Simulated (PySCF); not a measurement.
Species: C4H13NSi2 (charge +1 and doublet state).
Atom-mapped SMILES: `[CH3:1][SiH2:2][N+:3]([SiH3:4])[CH:5]1[CH2:6][CH2:7]1` (hydrogens: H8, H9, H10 on C1; H11, H12 on Si2; H13, H14, H15 on Si4; H16 on C5; H17, H18 on C6; H19, H20 on C7)

Cartesian coordinates in Å at the GFN2-xTB level; atoms count from 1:
```xyz
20
C4H13NSi2 angstrom
C      2.651   -0.778   -0.243
Si     1.492   -0.355    1.202
N     -0.003    0.257    0.405
Si    -0.158    2.014    0.066
C     -0.976   -0.651    0.102
C     -1.718   -0.654   -1.255
C     -2.453   -0.257   -0.049
H      2.874    0.099   -0.846
H      3.588   -1.164    0.147
H      2.221   -1.537   -0.893
H      1.050   -1.521    1.961
H      1.930    0.771    2.015
H      1.222    2.448   -0.088
H     -0.944    2.175   -1.152
H     -0.833    2.508    1.265
H     -0.800   -1.641    0.506
H     -1.879   -1.636   -1.676
H     -1.421    0.098   -1.969
H     -3.154   -0.950    0.394
H     -2.693    0.784    0.103
```

The hyperfine couplings belong to this conformer and change with its torsions.

The calculation used UKS B3LYP, pcH-1 on C H N Si, non-relativistic, mean-field spin-orbit, GIAO (PySCF). Geometry: GFN2-xTB, one conformer, isolated ion. The geometry wasn't refined by DFT: couplings that depend on bond lengths, twists or pyramidal angles can differ widely from those at the functional's own minimum, by a factor of two or more for some ions and for spin on atoms past the first row. No stability test was run, so a lower SCF solution isn't excluded.

Task: The isotropic 13C couplings, averaged over equivalent nuclei, are -24.7, +24.6, +21.1 MHz. Assign them to C1; C5; C6/C7.

Result: 
```tsv
site	a_iso (MHz)	ρ(0) (bohr⁻³)	position	distance from N3 (Å)	spin population	largest |T| (MHz)
C1	+21.1	+0.0188	2 bonds from N3	2.92	+0.05	9.5
C5	-24.7	-0.0220	1 bond from N3	1.37	+0.07	25.5
C6/C7	+24.6	+0.0218	2 bonds from N3	2.55	+0.14	31.1
```

Task: The isotropic 1H couplings, averaged over equivalent nuclei, are +34.2, +24.5, +15.6, -6.9, +2.6, -1.7 MHz. Assign them to H8/H9/H10; H11/H12; H13/H14/H15; H16; H17/H19; H18/H20.

Result: 
| site | a_iso (MHz) | ρ(0) (bohr⁻³) | position | distance from N3 (Å) | bound to | spin population there | largest \|T\| (MHz) |
| --- | --- | --- | --- | --- | --- | --- | --- |
| H8/H9/H10 | +2.6 | +0.0006 | 3 bonds from N3 | 3.38 | C1 | +0.05 | 3.7 |
| H11/H12 | +15.6 | +0.0035 | 2 bonds from N3 | 2.58 | Si2 | -0.02 | 4.6 |
| H13/H14/H15 | +34.2 | +0.0076 | 2 bonds from N3 | 2.58 | Si4 | -0.03 | 4.5 |
| H16 | -6.9 | -0.0015 | 2 bonds from N3 | 2.06 | C5 | +0.07 | 10.3 |
| H17/H19 | +24.5 | +0.0055 | 3 bonds from N3, on C6 of spin population +0.16 | 3.38 | C6/C7 | +0.14 | 9.6 |
| H18/H20 | -1.7 | -0.0004 | 3 bonds from N3, on C6 of spin population +0.16 | 2.76 | C6/C7 | +0.14 | 8.5 |

ρ(0) is the spin density at the nucleus and T the dipolar tensor; a_iso includes a spin–orbit part; entries for several nuclei are means. The largest Mulliken spin populations are on N3 (+0.59), C6 (+0.16), C7 (+0.12) and C5 (+0.07). The angles at N3 add up to 360.0°, so it is planar.

The spin density at the nucleus, in bohr⁻³, is negative for Si2 (-0.0296), Si4 (-0.0277) and C5 (-0.0220), for instance. A restricted open-shell determinant has no negative spin density anywhere; here it arises because α and β orbitals differ (spin polarisation).

Means are taken over nuclei equivalent by connectivity, which assumes that they swap fast. The three 1H nuclei of mean +34.2 MHz run from 13.3 to 74.3 MHz in the frozen geometry. The three 1H nuclei of mean +2.6 MHz run from -3.3 to 14.0 MHz in the frozen geometry. The 1H value of +15.6 MHz is a mean of couplings from 10.5 to 20.6 MHz in this one geometry, not an average over conformers. The 1H value of +24.5 MHz is a mean of couplings from 20.5 to 28.5 MHz in this one geometry, not an average over conformers.

N3, the radical centre as drawn in `C[SiH2][N+]([SiH3])C1CC1`, holds a spin population of +0.59 out of 1.
